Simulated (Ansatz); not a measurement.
Input for Ansatz (a program for electronic structure): U-B3LYP/cc-pVTZ on GeH2O (SMILES [OH][GeH]), a point of a bond scan (R = 2.434 Å).

Ansatz 0.2 input:
```yaml
crystal:
  periodic: [false, false, false]
  atoms:
    - {symbol: Ge, position_ang: [-0.23528061, -0.20095819, 0.24734314]}
    - {symbol: H, position_ang: [-1.99864522, 0.05289658, -1.41177675]}
    - {symbol: O, position_ang: [1.02522544, 0.68082931, -0.68889534]}
    - {symbol: H, position_ang: [0.73803318, 1.01574925, -1.54508087]}
basis:
  gaussian:
    orbitals: cc-pVTZ
hamiltonian:
  xc: {name: B3LYP}
magnetization: {spin_polarized: true, initial_magnetization: 0}
```

Output:

```
WARN ansatz: RAYON_NUM_THREADS=1 ignored (pool sized by the plan → 1); use --threads N
Functional definition: B3LYP
integrals: 0.03 GiB planned
701 factors; their error is unknown
mean field: 0.38 GiB planned
mean field evaluation 1: about -58592.5355 eV, gradient 4.3e1 eV
mean field evaluation 2: about -58535.3101 eV, gradient 1.1e2 eV
mean field evaluation 4: about -58598.8496 eV, gradient 6.7e0 eV
mean field evaluation 8: about -58599.3158 eV, gradient 1.1e-1 eV
mean field evaluation 16: about -58599.4818 eV, gradient 3.1e-5 eV
mean field -58599.48182212 eV, -2153.4912368075 hartree, gradient 3.1e-5 eV, S^2 0.000000; 1 other end points of the search recorded, 0 dependent functions left out
reference -58599.48202439 eV, -2153.4912442409 hartree; 21, 21 occupied and 80, 80 virtual orbitals, 701 factors
Total energy: -58599.48202439 eV, -2153.4912442409 hartree
```

The calculation finished and met its thresholds.

Cost: about 2.5 core-seconds (a rough figure).
